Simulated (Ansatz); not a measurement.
A run of Ansatz (development build ahead of 0.2.0) on singlet H₁₀ at this shape:

```xyz
10

H     1.6183   -0.0069    0.0032
H     1.3056    0.9553    0.0083
H     0.5051    1.5494   -0.0008
H    -0.5063    1.5368   -0.0082
H    -1.3015    0.9501   -0.0075
H    -1.6190   -0.0021   -0.0059
H    -1.3138   -0.9479   -0.0027
H    -0.5050   -1.5436   -0.0095
H     0.5075   -1.5377    0.0070
H     1.3136   -0.9567   -0.0008
```

Its results:

```json
{
 "Converged": "yes",
 "Total energy": "-5.39371 hartree",
 "Spin squared of the determinant": "0.000"
}
```

Q: Which input gives this output? Name the method, the orbitals and the basis set, and write the input.

A: RHF in def2-SVP. An unrestricted run that stays on the closed shell gives the same numbers.

```yaml
crystal:
  periodic: [false, false, false]
  atoms:
    - { symbol: H, position_ang: [1.61828, -0.00686, 0.00323] }
    - { symbol: H, position_ang: [1.30557, 0.95525, 0.00825] }
    - { symbol: H, position_ang: [0.50514, 1.54937, -0.00079] }
    - { symbol: H, position_ang: [-0.50635, 1.53684, -0.00817] }
    - { symbol: H, position_ang: [-1.30155, 0.95006, -0.00747] }
    - { symbol: H, position_ang: [-1.61897, -0.00207, -0.00588] }
    - { symbol: H, position_ang: [-1.31382, -0.94787, -0.00267] }
    - { symbol: H, position_ang: [-0.50496, -1.54356, -0.00946] }
    - { symbol: H, position_ang: [0.50751, -1.53774, 0.00705] }
    - { symbol: H, position_ang: [1.31362, -0.95673, -0.00082] }
basis:
  gaussian: { orbitals: def2-SVP }
hamiltonian:
  xc: hf
```

Caution: stretched shape with no unrestricted run beside it, a lower state can exist.
